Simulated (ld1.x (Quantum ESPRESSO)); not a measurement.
Sb (Z = 51), TM: configuration errors across variants

```
Element                 : antimony (Sb)
Generator               : ld1.x (Quantum ESPRESSO) 7.5
Type                    : norm-conserving Troullier–Martins (Kleinman–Bylander form)
Functional              : PBE
Relativity              : fully relativistic
Frozen core             : [Kr] 4d10
Valence charge          : 5
Reference configuration : 5s2 5p3
Partial waves           : 5p (bound): rc 2.25 bohr; 5d channel at 0.05 Ry: rc 1.70 bohr; 5s (bound): rc 1.75 bohr
Local potential         : the s channel
Core correction         : Bessel-smoothed model core inside 1.55 bohr
```

Open shells are filled in proportion to 2j + 1 (rel_dist='average').

All-electron excitation energies from the reference (eV): (1) 5s2 5p2 8.333; (2) 5s2 5p1 24.322; (3) 5s2 5p0 48.761; (4) 5s0 5p5 16.377; (5) 5s1 5p3 17.038; (6) 5s2 5p2.5 3.270; (7) 5s1 5p4 8.086.

2 further variants failed, have other tests or another functional or relativity, and are left out.

A true bound ghost makes a file unfit for plane-wave use even where its test errors are small: the radial tests pick states by their node count and pass the ghost by.

The file “local potential the p channel” misses its own reference levels by 0.4 eV.

Errors AE − PS in meV (a dash: test not solved or not reliable):

```tsv
change	(1)	(2)	(3)	(4)	(5)	(6)	(7)	bound ghosts
base	-3.5	-31	-126	-52	-24	-0.5	-13	d3/2, d5/2
wave 5d channel at 0.05 Ry: rc 1.70 bohr becomes 5d channel at 0.05 Ry: rc 1.30 bohr	-3.5	-31	-126	-52	-24	-0.5	-13	none
core correction Bessel-smoothed model core inside 1.62 bohr	-3.5	-31	-126	-52	-24	-0.5	-13	d3/2, d5/2
all radii but the core radius scaled by about 1.32 (s 2.30, p 2.96, d 2.24 bohr)	-3.7	-38	-170	-33	-18	-0.4	-8.0	d3/2, d5/2
local potential the p channel	+9.2	-1.0	-71	-76	-22	+5.6	-25	d3/2, d5/2
```

Q: Give the same row for: wave 5s (bound): rc 1.75 bohr becomes 5s (bound): rc 1.22 bohr.

A: -4.2, -28, -92, -279, +28, -0.7, +5.0; bound ghosts: p3/2, p1/2, d3/2, d5/2, s (extra level of the local part).
